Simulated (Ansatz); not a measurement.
C2H10Al2O2 (`C[O+]1[AlH2-][O+](C)[AlH2-]1`), charge 0, multiplicity 1.

(1) Give a relaxed structure at PBE0-D4/def2-TZVP (Ansatz). (Best estimate.)

Answers

(1) The calculation gave: 
Cartesian coordinates in Å:
```
C -2.375 0.924 -0.394
O -1.177 0.223 -0.110
Al 0.033 -0.475 -1.316
O 1.177 -0.223 0.110
C 2.375 -0.924 0.393
Al -0.033 0.475 1.316
H -2.455 1.804 0.249
H -2.376 1.257 -1.435
H -3.236 0.273 -0.222
H 0.208 0.556 -2.511
H -0.107 -2.035 -1.583
H 2.399 -1.214 1.447
H 3.237 -0.290 0.175
H 2.431 -1.830 -0.214
H 0.107 2.035 1.584
H -0.208 -0.556 2.511
```
Point group C2h.
This is one stationary point; other conformers may exist.
